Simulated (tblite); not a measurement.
Species: C3H9FSi2.
SMILES with atom numbers: `[F:1][CH2:2][C@@:3]1([SiH3:4])[CH2:5][SiH2:6]1` (hydrogens: H7, H8 on C2; H9, H10, H11 on Si4; H12, H13 on C5; H14, H15 on Si6)

Cartesian coordinates in Å at the GFN2-xTB level; atoms count from 1:
```xyz
15
C3H9FSi2 angstrom
F     -1.999   -0.942   -1.077
C     -1.150    0.146   -1.086
C     -0.061   -0.009   -0.055
Si     1.080   -1.481   -0.392
C      0.597    1.331    0.341
Si    -0.461    0.590    1.705
H     -1.779    1.024   -0.898
H     -0.746    0.205   -2.105
H      2.122   -1.485    0.638
H      1.701   -1.308   -1.711
H      0.312   -2.722   -0.355
H      1.674    1.315    0.425
H      0.263    2.197   -0.217
H      0.207   -0.037    2.829
H     -1.765    1.185    1.937
```

All values are computed: GFN2-xTB (tblite) harmonic vibrations without scaling, gas phase. This tight-binding method is rough: wavenumbers can miss measured ones by several per cent, in bad cases by 10 to 20. Modes of hydrogen on silicon can be 10 to 20 % off. One conformer, not necessarily the lowest.

Harmonic wavenumbers (cm⁻¹): 59.3, 97.7, 145.7, 183.6, 253.1, 264.3, 419.6, 437.7, 467.9, 493.0, 527.4, 547.2, 581.4, 726.9, 735.9, 750.6, 770.4, 777.3, 784.6, 793.9, 932.2, 985.1, 1015.5, 1045.5, 1147.7, 1191.0, 1233.7, 1327.0, 1446.2, 1468.2, 2223.5, 2248.1, 2295.9, 2357.8, 2374.7, 2893.2, 2918.5, 3042.6, 3060.7.

A = 2433, B = 1963, C = 1385 MHz; mass 120.023 u (most abundant isotopes); point group C1, symmetry number 1.

Task: Zero-point energy?

Result: Half the sum of the wavenumbers: 22512 cm⁻¹ = 269.31 kJ/mol.

Task: What is S at 500 K and 1 bar for an ideal gas of classical rigid rotors and harmonic oscillators?

Result: Translation 179.31, rotation 124.75, vibration 172.81: S = 476.9 J/(mol K).

Task: And Cp and H(500 K) − H(0)?

Result: Cp = 208.69 J/(mol K), of which vibrations give 175.43 (their classical limit is 39 R = 324.3); H(500 K) − H(0) = 62.75 kJ/mol without the zero-point energy, 46.12 from vibrations.

Task: Which modes carry the vibrational entropy at 500 K?

Result: 59.3 cm⁻¹: 23.03; 97.7 cm⁻¹: 18.89; 145.7 cm⁻¹: 15.60; 183.6 cm⁻¹: 13.72; 253.1 cm⁻¹: 11.13; 264.3 cm⁻¹: 10.79 J/(mol K); the other 33 give 79.66 together.

Task: How do the functions run with temperature in this model?

Result: 
```json
{"T (K)": "50", "S (J/(mol K))": "235.3", "Cp (J/(mol K))": "48.3", "H − H(0) (kJ/mol)": "1.94", "G − H(0) (kJ/mol)": "-9.83", "ln q(vib)": "0.28"}
{"T (K)": "100", "S (J/(mol K))": "274.8", "Cp (J/(mol K))": "67.5", "H − H(0) (kJ/mol)": "4.84", "G − H(0) (kJ/mol)": "-22.64", "ln q(vib)": "1.10"}
{"T (K)": "298.15", "S (J/(mol K))": "384.7", "Cp (J/(mol K))": "148.4", "H − H(0) (kJ/mol)": "26.22", "G − H(0) (kJ/mol)": "-88.47", "ln q(vib)": "5.18"}
{"T (K)": "373.15", "S (J/(mol K))": "420.8", "Cp (J/(mol K))": "174.3", "H − H(0) (kJ/mol)": "38.35", "G − H(0) (kJ/mol)": "-118.69", "ln q(vib)": "6.85"}
{"T (K)": "750", "S (J/(mol K))": "570.9", "Cp (J/(mol K))": "254.3", "H − H(0) (kJ/mol)": "121.08", "G − H(0) (kJ/mol)": "-307.07", "ln q(vib)": "15.05"}
{"T (K)": "1000", "S (J/(mol K))": "648.3", "Cp (J/(mol K))": "283.5", "H − H(0) (kJ/mol)": "188.56", "G − H(0) (kJ/mol)": "-459.75", "ln q(vib)": "19.95"}
```

q(vib) and H(0) count from the zero-point level.

Task: What must be added to the electronic energy to get the Gibbs energy at 500 K and 1 bar?

Result: ZPE + [H(500 K) − H(0)] − T·S = 269.31 + 62.75 − 238.44 = 93.62 kJ/mol.

Hindered rotation and anharmonicity are outside this model. Other conformers, if any are populated, would add a mixing term that is left out. The structure is chiral; the term R ln 2 for an equal mix with its mirror image is left out.
